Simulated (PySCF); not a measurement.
Pb(Br)3, SMILES [Br][Pb-]([Br])[Br] (Br3Pb (anion, charge -1)) (B3LYP/def2-SVP optimised geometry):

```
4

Pb    -1.089    -1.360     0.000
Br     1.696    -1.360     0.000
Br    -1.715    -2.141     2.601
Br    -1.696     1.360     0.000
```

Method: B3LYP/def2-TZVPD, def2 effective core potentials past Kr in PySCF.

Question: What are the frontier orbital energies?

Answer: HOMO-2 -3.61 eV, HOMO-1 -3.53 eV, HOMO -3.12 eV, LUMO 1.58 eV, LUMO+1 2.31 eV.

On the same geometry PySCF with PBE/def2-TZVPD, def2 effective core potentials past Kr gives HOMO-2 -2.66 eV, HOMO-1 -2.57 eV, HOMO -2.31 eV, LUMO 1.21 eV, LUMO+1 1.93 eV.
